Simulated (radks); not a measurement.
Values are calculated unless marked as measured or tabulated.
Problem. Lu+, 70 electrons, occupied as [Xe] 4f14 6s2 (the NIST ground configuration). Code: a radial shooting solver on a logarithmic mesh with Libxc functionals. Model: Dirac Kohn-Sham, Slater X-alpha with alpha = 0.825, spin-unpolarised, spherical densities, finite nucleus; Fermi nuclear charge, rms radius 5.37 fm. Some entries of the table are withheld. Estimate them.

orbital  occ.  eigenvalue (hartree)  <r> (bohr)  r(max) (bohr)
1s1/2       2             -2324.894     0.01932        0.01213
2s1/2       2             -396.7071     0.08116        0.06944
2p1/2       2             -379.1505     0.06728        0.05183
2p3/2       4             -337.8758     0.07489        0.05836
3s1/2       2             -90.34930      0.2118         0.1957
3p1/2       2             -82.49611      0.2015            (1)
3p3/2       4             -73.67159      0.2157            (2)
3d3/2       4             -60.22231      0.1892            (3)
3d5/2       6             -58.28755      0.1936            (4)
4s1/2       2             -18.31939         (5)         0.4455
4p1/2       2             -15.10103      0.4833         0.4460
4p3/2       4             -13.08556      0.5160         0.4748
4d3/2       4              -7.75903      0.5382         0.4737
4d5/2       6              -7.38920      0.5497         0.4830
5s1/2       2              -2.64128       1.161          1.037
5p1/2       2              -1.73626         (6)          1.124
5p3/2       4              -1.47116         (7)          1.211
4f5/2       6              -0.83300      0.6960            (8)
4f7/2       8              -0.77449      0.7098            (9)
6s1/2       2              -0.41763       3.186          2.798

Solution. 
(1) 3p1/2 r(max) (bohr): 0.1834
(2) 3p3/2 r(max) (bohr): 0.1969
(3) 3d3/2 r(max) (bohr): 0.1546
(4) 3d5/2 r(max) (bohr): 0.1584
(5) 4s1/2 <r> (bohr): 0.4767
(6) 5p1/2 <r> (bohr): 1.295
(7) 5p3/2 <r> (bohr): 1.403
(8) 4f5/2 r(max) (bohr): 0.4617
(9) 4f7/2 r(max) (bohr): 0.4670
